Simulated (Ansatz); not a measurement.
Steps of a relaxation of BFGeH6OSi (`O[B](F)[GeH2][SiH3]`) with RKS PBE0-D4/def2-TZVP.

```sh
$ ansatz run in.yaml --threads 4 --pin off --events-out ev --progress --plain --max-ram 10444MiB
```

```yaml
crystal:
  periodic: [false, false, false]
  atoms:
    - {symbol: O, position_ang: [0.959334, 0.493723, 2.117012]}
    - {symbol: B, position_ang: [1.027432, -0.662894, 1.408521]}
    - {symbol: F, position_ang: [1.986885, -1.523170, 1.763124]}
    - {symbol: Ge, position_ang: [-0.269102, -1.082352, -0.178258]}
    - {symbol: Si, position_ang: [-0.575195, 0.974979, -1.365581]}
    - {symbol: H, position_ang: [0.254041, 1.088814, 1.804129]}
    - {symbol: H, position_ang: [0.241828, -2.202311, -1.119917]}
    - {symbol: H, position_ang: [-1.664447, -1.512995, 0.359134]}
    - {symbol: H, position_ang: [-0.931163, 2.035942, -0.347085]}
    - {symbol: H, position_ang: [0.708259, 1.401867, -2.026811]}
    - {symbol: H, position_ang: [-1.672672, 0.931397, -2.393767]}
basis:
  gaussian: {orbitals: def2-TZVP}
hamiltonian: {xc: pbe0, dispersion: d4}
relax: {f_tol: 0.005, max_steps: 150}
```

Positions (Å) and forces (eV/Å) along the path, 13 of 56 steps:

```xyz
11
step=1 energy=-69923.2619 eV
O     0.959    0.494    2.117   -0.449    0.002   -0.440
B     1.027   -0.663    1.409    0.242   -0.013    0.266
F     1.987   -1.523    1.763   -0.386    0.377   -0.124
Ge   -0.269   -1.082   -0.178   -0.115   -0.091   -0.118
Si   -0.575    0.975   -1.366   -0.013    0.221   -0.083
H     0.254    1.089    1.804    0.513   -0.390    0.247
H     0.242   -2.202   -1.120   -0.058    0.172    0.159
H    -1.664   -1.513    0.359    0.230    0.060   -0.055
H    -0.931    2.036   -0.347    0.075   -0.227   -0.219
H     0.708    1.402   -2.027   -0.280   -0.100    0.132
H    -1.673    0.931   -2.394    0.241   -0.011    0.233
11
step=4 energy=-69923.2894 eV
O     0.970    0.461    2.154    0.005   -0.071    0.003
B     1.013   -0.670    1.419    0.069    0.053   -0.024
F     1.949   -1.544    1.757   -0.003   -0.049    0.003
Ge   -0.260   -1.047   -0.188   -0.020    0.012    0.028
Si   -0.590    0.981   -1.390    0.043   -0.024    0.043
H     0.295    1.079    1.870   -0.055    0.088    0.005
H     0.268   -2.159   -1.102    0.018   -0.028   -0.026
H    -1.631   -1.491    0.354   -0.040   -0.022    0.006
H    -0.939    2.038   -0.400   -0.016    0.047    0.031
H     0.668    1.389   -2.061    0.046    0.022   -0.037
H    -1.678    0.908   -2.394   -0.047   -0.029   -0.032
11
step=6 energy=-69923.2913 eV
O     0.977    0.443    2.183   -0.006    0.001   -0.006
B     1.019   -0.673    1.428   -0.008   -0.017   -0.006
F     1.942   -1.565    1.760    0.003   -0.002   -0.007
Ge   -0.257   -1.034   -0.183    0.008    0.013   -0.012
Si   -0.589    0.988   -1.400   -0.020   -0.027    0.015
H     0.309    1.075    1.910   -0.002    0.018    0.009
H     0.274   -2.141   -1.106    0.002    0.000    0.006
H    -1.632   -1.485    0.349    0.004    0.002   -0.001
H    -0.950    2.062   -0.430    0.002    0.010    0.000
H     0.659    1.399   -2.093    0.012    0.000   -0.004
H    -1.686    0.873   -2.396    0.005    0.002    0.004
11
step=12 energy=-69923.2915 eV rejected
O     0.957    0.432    2.202    0.004   -0.006    0.013
B     1.019   -0.667    1.423    0.031    0.006   -0.010
F     1.977   -1.534    1.720   -0.025    0.011   -0.001
Ge   -0.261   -1.032   -0.183    0.000    0.000    0.005
Si   -0.584    0.986   -1.407    0.001   -0.004    0.004
H     0.269    1.056    1.958   -0.005   -0.008   -0.008
H     0.270   -2.145   -1.099    0.001   -0.002   -0.002
H    -1.636   -1.478    0.354   -0.006    0.001    0.000
H    -0.914    2.074   -0.441   -0.001    0.004    0.002
H     0.663    1.370   -2.119    0.004    0.002   -0.001
H    -1.694    0.881   -2.388   -0.003   -0.003   -0.002
11
step=13 energy=-69923.2916 eV
O     0.961    0.434    2.199    0.005    0.000    0.004
B     1.020   -0.668    1.423    0.003   -0.006    0.005
F     1.968   -1.543    1.729   -0.006    0.007   -0.004
Ge   -0.260   -1.031   -0.183    0.004    0.003   -0.002
Si   -0.585    0.986   -1.406   -0.001   -0.003    0.003
H     0.278    1.060    1.949   -0.003   -0.003   -0.004
H     0.271   -2.143   -1.101    0.000   -0.002    0.000
H    -1.634   -1.478    0.353   -0.001    0.001    0.001
H    -0.922    2.072   -0.440   -0.001    0.002    0.000
H     0.662    1.376   -2.114    0.002    0.000   -0.001
H    -1.693    0.877   -2.390   -0.001    0.000   -0.002
11
step=26 energy=-69923.2932 eV
O     0.924    0.346    2.302   -0.014   -0.012   -0.025
B     1.061   -0.640    1.391    0.086   -0.031    0.030
F     2.150   -1.393    1.507   -0.131    0.102   -0.003
Ge   -0.288   -0.997   -0.157   -0.005   -0.007    0.002
Si   -0.560    0.982   -1.456    0.009   -0.005   -0.005
H     0.139    0.888    2.193    0.050   -0.055   -0.003
H     0.154   -2.172   -1.041   -0.005    0.010    0.001
H    -1.671   -1.341    0.435    0.009    0.000    0.002
H    -0.937    2.100   -0.546    0.001   -0.001   -0.002
H     0.716    1.341   -2.128   -0.004    0.003    0.000
H    -1.625    0.830   -2.481    0.003   -0.003    0.003
11
step=27 energy=-69923.2935 eV
O     0.922    0.343    2.307    0.082   -0.075   -0.022
B     1.062   -0.636    1.388    0.068   -0.045    0.045
F     2.154   -1.386    1.499   -0.110    0.095   -0.006
Ge   -0.291   -0.995   -0.156    0.007    0.002   -0.002
Si   -0.557    0.981   -1.458   -0.006   -0.003   -0.003
H     0.135    0.879    2.204   -0.049    0.017   -0.014
H     0.150   -2.171   -1.041   -0.002    0.005    0.004
H    -1.672   -1.339    0.440    0.007    0.005   -0.001
H    -0.935    2.101   -0.549    0.001    0.001   -0.004
H     0.719    1.340   -2.131   -0.001   -0.002    0.002
H    -1.622    0.827   -2.483    0.003    0.001    0.001
11
step=31 energy=-69923.2948 eV
O     0.911    0.312    2.339    0.026    0.011   -0.003
B     1.071   -0.620    1.378   -0.076   -0.033    0.033
F     2.193   -1.323    1.434    0.048    0.002   -0.007
Ge   -0.301   -0.985   -0.146    0.030    0.029   -0.010
Si   -0.547    0.978   -1.471   -0.033   -0.003   -0.007
H     0.096    0.814    2.276   -0.009   -0.005   -0.002
H     0.125   -2.170   -1.025   -0.005   -0.013    0.001
H    -1.684   -1.306    0.458    0.003    0.002    0.006
H    -0.921    2.112   -0.580    0.005    0.003   -0.003
H     0.733    1.317   -2.147    0.004    0.000   -0.001
H    -1.612    0.814   -2.495    0.007    0.007   -0.006
11
step=36 energy=-69923.3006 eV
O     0.884    0.191    2.456   -0.104   -0.075   -0.161
B     1.095   -0.585    1.365   -0.090    0.174    0.191
F     2.306   -1.111    1.253    0.007    0.014    0.015
Ge   -0.318   -0.933   -0.124   -0.008   -0.008    0.004
Si   -0.523    0.975   -1.536   -0.004   -0.004    0.003
H    -0.002    0.562    2.521    0.190   -0.109   -0.045
H     0.035   -2.177   -0.955   -0.007    0.013    0.003
H    -1.701   -1.167    0.522    0.011    0.005   -0.007
H    -0.893    2.153   -0.702    0.002   -0.004   -0.007
H     0.763    1.268   -2.220   -0.003   -0.009    0.006
H    -1.582    0.766   -2.558    0.004    0.004   -0.002
11
step=39 energy=-69923.3061 eV
O     0.873    0.112    2.515    0.063   -0.069   -0.095
B     1.102   -0.545    1.358    0.155   -0.016    0.068
F     2.353   -0.953    1.154   -0.229    0.099    0.049
Ge   -0.336   -0.901   -0.105   -0.015    0.008   -0.016
Si   -0.514    0.968   -1.570    0.026    0.015    0.013
H    -0.037    0.387    2.645    0.005   -0.018   -0.024
H    -0.013   -2.165   -0.917   -0.001   -0.010    0.011
H    -1.716   -1.096    0.559    0.003   -0.006    0.006
H    -0.867    2.174   -0.772    0.000    0.002   -0.013
H     0.786    1.211   -2.249   -0.006    0.005   -0.004
H    -1.566    0.753   -2.598    0.000   -0.010    0.006
11
step=42 energy=-69923.3082 eV rejected
O     0.873    0.001    2.590    0.007    0.029   -0.142
B     1.108   -0.493    1.355    0.060   -0.160    0.160
F     2.375   -0.781    1.074   -0.126    0.099    0.021
Ge   -0.349   -0.858   -0.085   -0.068    0.059   -0.073
Si   -0.506    0.960   -1.615    0.037    0.018    0.027
H    -0.050    0.192    2.773    0.052   -0.036   -0.034
H    -0.061   -2.150   -0.868    0.022   -0.006    0.035
H    -1.732   -1.014    0.585    0.021   -0.008    0.023
H    -0.841    2.195   -0.854   -0.002    0.013   -0.019
H     0.802    1.159   -2.292   -0.006    0.012   -0.014
H    -1.556    0.732   -2.642    0.004   -0.019    0.016
11
step=44 energy=-69923.3125 eV
O     0.871   -0.003    2.588    0.018   -0.013   -0.078
B     1.104   -0.497    1.353   -0.006   -0.007    0.090
F     2.373   -0.741    1.053   -0.034    0.026    0.015
Ge   -0.358   -0.858   -0.084   -0.019    0.017   -0.009
Si   -0.495    0.963   -1.614    0.002    0.002    0.004
H    -0.055    0.159    2.783    0.025   -0.025   -0.027
H    -0.069   -2.156   -0.855    0.002    0.003    0.008
H    -1.737   -1.009    0.595    0.010    0.001    0.001
H    -0.830    2.204   -0.864    0.000    0.002   -0.007
H     0.809    1.158   -2.298   -0.001   -0.002   -0.001
H    -1.549    0.723   -2.635    0.003   -0.003    0.003
11
step=56 energy=-69923.3161 eV
O     0.878   -0.165    2.664    0.004    0.000   -0.004
B     1.100   -0.435    1.363    0.003    0.000    0.001
F     2.370   -0.446    0.978   -0.004    0.001    0.002
Ge   -0.384   -0.786   -0.054   -0.001   -0.001    0.000
Si   -0.477    0.957   -1.671    0.001    0.000    0.000
H    -0.049   -0.174    2.910   -0.003    0.000    0.001
H    -0.132   -2.123   -0.773    0.000    0.000    0.000
H    -1.757   -0.890    0.645    0.000    0.000    0.000
H    -0.772    2.251   -0.998    0.001    0.000    0.000
H     0.830    1.068   -2.370    0.000    0.000   -0.001
H    -1.541    0.686   -2.673    0.000    0.000    0.000
```

Run time 12 min (4 threads of an Intel Xeon on a shared host); peak host memory 0.67 GiB.
